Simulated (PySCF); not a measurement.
Job file and geometry (Å, from GFN2-xTB) of an NMR shielding run on SMILES CBCO[B@H-]([NH3+])CC, C4H15B2NO, GIAO PBE0/pcSseg-1 NMR shielding, non-relativistic, gas phase (PySCF); density fitting, a coarse starting grid and PySCF grid level 2 are the driver's defaults:

```
$ OMP_NUM_THREADS=1 python probes_run.py task.json out

{"job": {"kind": "nmr", "xc": "PBE0", "basis": "pcSseg-1"}, "charge": 0, "multiplicity": 1}
C      3.711912     0.267040    -0.010740
B      2.282670    -0.369557     0.142272
C      1.206605    -0.111814    -0.977057
O     -0.135447    -0.513781    -0.786113
B     -0.875203    -0.022192     0.320368
N     -0.821468    -1.356347     1.475041
C     -2.466230     0.101185     0.009577
C     -2.772485     1.265434    -0.932562
H      3.898822     0.717686    -0.982088
H      4.505378    -0.450995     0.189976
H      3.831261     1.052597     0.736046
H      2.066933    -1.037935     1.085165
H      1.543277    -0.627725    -1.892113
H      1.216790     0.958659    -1.248552
H     -0.382014     0.880733     0.931582
H     -1.355118    -1.150281     2.309579
H     -1.214008    -2.147743     0.980634
H      0.153614    -1.528115     1.690343
H     -3.037973     0.245154     0.931819
H     -2.839457    -0.814472    -0.456212
H     -2.230805     1.131986    -1.865478
H     -3.837557     1.332289    -1.155386
H     -2.454250     2.205177    -0.486020
```

Question: What does the program print?

Answer: 
```
coarse grid: 17968 points
cycle   1  E = -340.5125298466  dE =  5.640e-01  |g| = 7.961e-01  |ddm| = 3.882e+00
cycle   2  E = -340.3753797521  dE =  1.372e-01  |g| = 1.164e+00  |ddm| = 2.453e+00
cycle   3  E = -340.6567328759  dE = -2.814e-01  |g| = 1.556e-01  |ddm| = 1.748e+00
cycle   4  E = -340.6611361247  dE = -4.403e-03  |g| = 4.802e-02  |ddm| = 1.576e-01
cycle   5  E = -340.6616527503  dE = -5.166e-04  |g| = 7.765e-03  |ddm| = 4.348e-02
cycle   6  E = -340.6616663482  dE = -1.360e-05  |g| = 2.709e-03  |ddm| = 9.207e-03
cycle   7  E = -340.6616681605  dE = -1.812e-06  |g| = 3.907e-04  |ddm| = 2.733e-03
final grid: 170032 points
cycle   8  E = -340.7116595888  dE = -6.461e-05  |g| = 1.164e-02  |ddm| = 3.477e-02
cycle   9  E = -340.7116426387  dE =  1.695e-05  |g| = 1.508e-02  |ddm| = 1.971e-02
cycle  10  E = -340.7116895752  dE = -4.694e-05  |g| = 1.751e-03  |ddm| = 1.159e-02
cycle  11  E = -340.7116901820  dE = -6.069e-07  |g| = 2.279e-04  |ddm| = 2.077e-03
cycle  12  E = -340.7116901918  dE = -9.723e-09  |g| = 6.925e-05  |ddm| = 2.470e-04
cycle  13  E = -340.7116901929  dE = -1.103e-09  |g| = 2.157e-05  |ddm| = 7.499e-05
cycle  14  E = -340.7116901930  dE = -1.040e-10  |g| = 4.329e-06  |ddm| = 2.189e-05
converged SCF energy = -340.7116901930

GIAO shielding tensors (ppm)
atom      isotropic    diamagn.    paramagn.     s11        s22        s33       span
  0 C      174.471     251.852     -77.381    147.883    181.638    193.892     46.009
  1 B        7.947     193.658    -185.711    -73.429    -19.065    116.335    189.764
  2 C      105.460     245.435    -139.975     72.633     89.678    154.070     81.437
  3 O      277.387     398.662    -121.274    221.221    280.452    330.489    109.269
  4 B       96.494     188.993     -92.499     85.640     95.672    108.170     22.530
  5 N      206.460     321.180    -114.720    191.297    207.313    220.769     29.472
  6 C      166.903     253.040     -86.137    161.376    163.455    175.878     14.502
  7 C      174.856     245.547     -70.691    166.707    171.128    186.733     20.027
  8 H       30.693      30.073       0.620     27.243     30.474     34.362      7.119
  9 H       30.738      27.402       3.336     27.062     28.393     36.759      9.698
 10 H       31.079      29.508       1.572     27.663     28.657     36.918      9.255
 11 H       23.457      33.062      -9.605     15.217     25.873     29.280     14.063
 12 H       27.241      29.975      -2.734     22.157     26.609     32.956     10.800
 13 H       26.981      31.847      -4.866     21.637     25.447     33.860     12.223
 14 H       28.677      34.280      -5.603     28.173     28.760     29.099      0.926
 15 H       29.593      31.657      -2.063     23.741     26.189     38.850     15.109
 16 H       29.630      32.520      -2.891     25.504     27.158     36.227     10.723
 17 H       28.205      33.305      -5.100     21.719     25.054     37.842     16.123
 18 H       31.650      33.032      -1.382     26.840     31.671     36.439      9.598
 19 H       31.590      33.621      -2.031     27.872     31.269     35.631      7.759
 20 H       30.618      31.224      -0.606     25.806     30.223     35.826     10.020
 21 H       30.642      27.725       2.917     25.599     28.155     38.171     12.573
 22 H       30.927      30.612       0.315     26.747     29.025     37.008     10.261
```

Size and cost of the density-fitted run: 211 basis functions, 71 s wall time on 1 thread of an Intel Xeon, shared host; peak memory 1 GiB.
